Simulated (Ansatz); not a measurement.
Start from `[SH][Zr]([SH])([Cl])[Cl]` and change one atom or group to get `[SH][Zr]([SH])([SH])[Cl]`.

Ansatz, PBE0-D4/def2-TZVP geometries, multiplicity 1. Each molecule was computed in one conformer, which needn't be the lowest.

Elements past krypton have def2 core potentials.

```tsv
property	`[SH][Zr]([SH])([Cl])[Cl]`
HOMO energy (PBE0/def2-TZVPP) / eV	-8.11
size of the dipole moment (ωB97M-V/def2-TZVPP) / D	0.69
ideal-gas entropy at 298 K and 1 bar (rigid rotor, harmonic PBE0-D4/def2-TZVP) / J/(mol·K)	422
HOMO–LUMO gap (PBE/def2-TZVPP) / eV	3.56
LUMO energy (PBE/def2-TZVPP) / eV	-3.34
HOMO energy (ωB97M-V/def2-TZVPP) / eV	-10.25
```

What does the change do to each property? (Best estimate.)

Ansatz gave: 
```csv
property,`[SH][Zr]([SH])([SH])[Cl]`,shift
HOMO energy (PBE0/def2-TZVPP) / eV,-8.00,0.11
size of the dipole moment (ωB97M-V/def2-TZVPP) / D,1.17,0.48
"ideal-gas entropy at 298 K and 1 bar (rigid rotor, harmonic PBE0-D4/def2-TZVP) / J/(mol·K)",433,11
HOMO–LUMO gap (PBE/def2-TZVPP) / eV,3.59,0.03
LUMO energy (PBE/def2-TZVPP) / eV,-3.23,0.11
HOMO energy (ωB97M-V/def2-TZVPP) / eV,-10.12,0.13
```

The zero-point energy changes by 19.8 kJ/mol with +3 modes. Dipoles are sizes alone; their direction can turn.
